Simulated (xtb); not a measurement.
ethylenediamine (C2H8N2), singlet, at a GFN2-xTB geometry; xtb with GFN2-xTB.

The xtb input:
```
$ xtb mol.xyz --gfn 2 --json

# file mol.xyz
12

N      1.80389178     0.38626777    -0.22442841
C      0.55694421     0.17700189     0.49221348
C     -0.55492179    -0.18446869    -0.49175578
N     -1.75934788    -0.55072401     0.23450925
H      2.55231782     0.59994733     0.42532920
H      1.71475544     1.17096056    -0.86238442
H      0.23886758     1.05364064     1.08495630
H      0.69696335    -0.65910161     1.18080159
H     -0.23414157    -1.04963774    -1.07605929
H     -0.70278446     0.65914184    -1.18994644
H     -2.49325710    -0.81799969    -0.41196303
H     -2.09666295     0.23904307     0.77595401
```

### Question
Write the output that xtb gives for this input, abridged.

### Answer

```
   ID    Z sym.   atoms
    1    7 N      1, 4
    2    6 C      2, 3
    3    1 H      5-12

           -------------------------------------------------
          |                Calculation Setup                |
           -------------------------------------------------

           -------------------------------------------------
          |                 G F N 2 - x T B                 |
           -------------------------------------------------

          ...................................................
          :                      SETUP                      :
          :.................................................:
          :  # basis functions                  24          :
          :  # atomic orbitals                  24          :
          :  # shells                           16          :
          :  # electrons                        26          :
          :  max. iterations                   250          :
          :  Hamiltonian                  GFN2-xTB          :
          :  restarted?                      false          :
          :  GBSA solvation                  false          :
          :  PC potential                    false          :
          :  electronic temp.          300.0000000     K    :
          :  accuracy                    1.0000000          :
          :  -> integral cutoff          0.2500000E+02      :
          :  -> integral neglect         0.1000000E-07      :
          :  -> SCF convergence          0.1000000E-05 Eh   :
          :  -> wf. convergence          0.1000000E-03 e    :
          :  Broyden damping             0.4000000          :
          :  net charge                          0          :
          :  unpaired electrons                  0          :
          ...................................................

 iter      E             dE          RMSdq      gap      omega  full diag
   1    -14.3174924 -0.143175E+02  0.330E+00   10.28       0.0  T
   2    -14.3393226 -0.218302E-01  0.179E+00   10.54       1.0  T
   3    -14.3404221 -0.109954E-02  0.700E-01   10.56       1.0  T
   4    -14.3405174 -0.952949E-04  0.749E-02   10.51       1.0  T
   5    -14.3405201 -0.271017E-05  0.319E-02   10.50       1.0  T
   6    -14.3405206 -0.500717E-06  0.401E-03   10.50       7.2  T
   7    -14.3405206 -0.159064E-07  0.999E-04   10.50      28.9  T
   8    -14.3405206 -0.222111E-08  0.253E-04   10.50     113.9  T

   *** convergence criteria satisfied after 8 iterations ***

[...]
         :: total energy             -14.168875957743 Eh    ::
[...]
     8   1 H        0.924     0.048     2.350     2.397
     9   1 H        0.924     0.048     2.350     2.397
    10   1 H        0.922     0.002     3.023     2.719
    11   1 H        0.860     0.139     1.476     1.903
    12   1 H        0.860     0.135     1.509     1.924

 Mol. C6AA /au·bohr⁶  :        969.649114
 Mol. C8AA /au·bohr⁸  :      19180.663324
 Mol. α(0) /au        :         46.711167

Wiberg/Mayer (AO) data.
largest (>0.10) Wiberg bond orders for each atom

 ---------------------------------------------------------------------------
     #   Z sym  total        # sym  WBO       # sym  WBO       # sym  WBO
 ---------------------------------------------------------------------------
     1   7 N    3.000 --     2 C    1.026     6 H    0.968     5 H    0.968
     2   6 C    3.986 --     1 N    1.026     3 C    1.001     8 H    0.975
                             7 H    0.969
     3   6 C    3.986 --     4 N    1.026     2 C    1.001     9 H    0.975
                            10 H    0.969
     4   7 N    3.000 --     3 C    1.026    12 H    0.968    11 H    0.968
     5   1 H    0.980 --     1 N    0.968
     6   1 H    0.982 --     1 N    0.968
     7   1 H    1.000 --     2 C    0.969
     8   1 H    0.998 --     2 C    0.975
     9   1 H    0.998 --     3 C    0.975
    10   1 H    1.000 --     3 C    0.969
    11   1 H    0.980 --     4 N    0.968
    12   1 H    0.982 --     4 N    0.968
 ---------------------------------------------------------------------------

Topologies differ in total number of bonds
Writing topology from bond orders to xtbtopo.mol

molecular dipole:
                 x           y           z       tot (Debye)
 q only:       -0.071       0.261      -0.016
   full:       -0.239       0.884      -0.054       2.332
molecular quadrupole (traceless):
                xx          xy          yy          xz          yz          zz
 q only:        1.188       0.661      -0.786       1.172       0.353      -0.403
  q+dip:        0.877       0.543      -0.083       3.706       0.973      -0.794
   full:        1.609       0.947      -0.781       3.497       0.964      -0.828

           -------------------------------------------------
          | TOTAL ENERGY              -14.168875957743 Eh   |
          | GRADIENT NORM               0.000041807823 Eh/α |
          | HOMO-LUMO GAP              10.504851412294 eV   |
           -------------------------------------------------

normal termination of xtb
```
